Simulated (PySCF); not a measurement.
Work out the structure from these simulated measurements.

Elements present: C, H, N and O. Monoisotopic mass: 124.0637 u.

* Triplet: lowest triplet excitation (Tamm–Dancoff): 2.66 eV [TDA PBE0/def2-SVPD]
* 1H NMR: chemical shifts (computed TMS as zero) by class: 9.82 (1 H), 9.52 (1 H), 7.14 (1 H), 4.75 (2 H), 3.40 (3 H) ppm [GIAO PBE0/pcSseg-1]
* UV, first state: lowest singlet excitation: 3.43 eV (361 nm, f = 0.003) [TDDFT PBE0/def2-SVPD]
* NMR, other nuclei: isotropic shieldings of nuclei other than C and H, by class: -202 (1 N), -197 (1 N), 318 (1 O) ppm [GIAO PBE0/pcSseg-1]
* UV, strongest line: among the 6 lowest singlet transitions: S4 at 5.76 eV (215 nm, f = 0.016) [TDDFT PBE0/def2-SVPD]
* Rotational structure: rotational constants A, B, C: 3.875, 1.080, 0.956 GHz [GFN2-xTB]
* Polarisability: 85.1 au [PBE0/def2-SVPD]
* 13C NMR: chemical shifts (computed TMS as zero) by class: 155.0 (1 C), 154.4 (1 C), 142.1 (1 C), 128.3 (1 C), 76.2 (1 C), 58.9 (1 C) ppm [GIAO PBE0/pcSseg-1]

Electronic properties: PySCF, gas phase, density fitting. Levels stand in brackets. NMR shifts are as computed; neighbouring signals can stand in another order in a measured spectrum. One conformer (not necessarily the lowest) at the GFN2-xTB geometry, without solvent, vibrations or thermal averaging. NMR classes are plain means over equivalent atoms (diastereotopic ones count apart unless rotation or inversion swaps them), as if these changed places fast.

Task: Which formula fits the mass and the elements?

Result: C6H8N2O (calculated 124.0637). No other formula that holds each of these elements comes within 0.0003 u with a fitting electron parity and a possible valence count.

Task: Give a SMILES that accounts for the data.

Result: Numbering: `[CH3:1][O:2][CH2:3][c:4]1[cH:5][cH:6][n:7][n:8][cH:9]1`. Its formula, C6H8N2O, gives 4 degrees of unsaturation: 1 ring and 3 π bonds in the structure found (Kekulé form). 6 carbons fall into 6 classes; from least to most shielded: aromatic CH next to a ring nitrogen [C6] (155.0 ppm), aromatic CH next to a ring nitrogen [C9] (154.4 ppm), substituted aromatic carbon [C4] (142.1 ppm), aromatic CH carbon [C5] (128.3 ppm), chain sp3 carbon bound to oxygen [C3] (76.2 ppm), methoxy carbon [C1] (58.9 ppm). Hydrogen classes from least to most shielded: 1 H on an aromatic CH next to a ring nitrogen, C9 (9.82 ppm), 1 H on an aromatic CH next to a ring nitrogen, C6 (9.52 ppm), 1 H on an aromatic CH carbon, C5 (7.14 ppm), 2 H on an sp3 carbon bound to oxygen, C3 (4.75 ppm, a mean of values up to 1.2 ppm apart in this geometry), 3 H on a methoxy carbon, C1 (3.40 ppm, a mean of values up to 0.8 ppm apart in this geometry). The other shieldings belong to: -202 ppm, pyridine-type nitrogen [N8]; -197 ppm, pyridine-type nitrogen [N7]; 318 ppm, ether oxygen [O2]. S1 is mainly HOMO→LUMO (weight 0.99); the largest Löwdin shares of the orbital it empties are 0.39 on a pyridine-type nitrogen, 0.38 on a pyridine-type nitrogen, 0.08 on an aromatic CH next to a ring nitrogen and 0.07 on an aromatic CH next to a ring nitrogen, of the orbital it fills 0.20 on the substituted aromatic carbon, 0.20 on a pyridine-type nitrogen, 0.19 on the aromatic CH carbon and 0.19 on a pyridine-type nitrogen. The optimised geometry has point group C1 and is an asymmetric top. Structure: `COCc1ccnnc1`. Computed isomers that give other values at the same levels: `CCOc1cnccn1` (13C chemical shifts (computed TMS as zero) by class: 167.0 (1 C), 147.6 (1 C), 142.0 (1 C), 139.9 (1 C), 66.2 (1 C), 16.6 (1 C) ppm); `Cc1n[nH]c(C=O)c1C` (13C chemical shifts (computed TMS as zero) by class: 182.2 (1 C), 151.9 (1 C), 143.0 (1 C), 127.3 (1 C), 14.1 (1 C), 9.0 (1 C) ppm); `CNc1ccc[n+]([O-])c1` (13C chemical shifts (computed TMS as zero) by class: 151.1 (1 C), 132.1 (1 C), 131.9 (1 C), 123.3 (1 C), 108.3 (1 C), 30.5 (1 C) ppm). The assignments are read from this structure; whether some other isomer fits the data as well wasn't checked.

Shape of the structure used: `[CH3:1][O:2][CH2:3][c:4]1[cH:5][cH:6][n:7][n:8][cH:9]1`: C1–O2–C3–C4 -71°, O2–C3–C4–C5 149°.
